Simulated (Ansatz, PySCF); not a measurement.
Spin states of CoO2 (SMILES [O]=[Co]=[O]), each relaxed with B3LYP-D3(BJ)/def2-TZVP.
State 1 (charge 0, multiplicity 4):
```xyz
3

Co     0.0192     0.0204    -0.0481
O      1.2741     0.2139    -1.0761
O     -1.3264    -0.1869     1.0538
```
State 2 (charge 0, multiplicity 6):
```xyz
3

Co     0.13102    -0.09584     0.12798
O      1.21179     0.27367    -1.16428
O     -1.37598    -0.13046     0.96598
```

Singlets are restricted, other states unrestricted; no spin–orbit coupling, no relativity up to Kr; see below for the cores. The largest T1 diagnostic is 0.068.

Programs: Ansatz (a program for electronic structure) with Gaussian orbitals; PySCF for the dispersion terms. 

| level | energy of the multiplicity-6 state less that of the multiplicity-4 state (kcal/mol) |
|---|---|
| SVWN5/def2-TZVPP | … |
| PBE/def2-TZVPP | 6.37 |
| PBE-D3(BJ)/def2-TZVPP | 6.37 |
| PBE-D4/def2-TZVPP | 6.37 |
| BLYP/def2-TZVPP | 6.50 |
| BLYP-D3(BJ)/def2-TZVPP | 6.50 |
| BLYP-D4/def2-TZVPP | 6.51 |

**Question.** Complete the blanks.

**Answer.** 
- SVWN5/def2-TZVPP, energy of the multiplicity-6 state less that of the multiplicity-4 state (kcal/mol): 4.18

Doubts at one or more of the structures used: a spin-contaminated determinant (SVWN5/def2-TZVPP, PBE/def2-TZVPP, PBE-D3(BJ)/def2-TZVPP, PBE-D4/def2-TZVPP, BLYP/def2-TZVPP, BLYP-D3(BJ)/def2-TZVPP, BLYP-D4/def2-TZVPP).
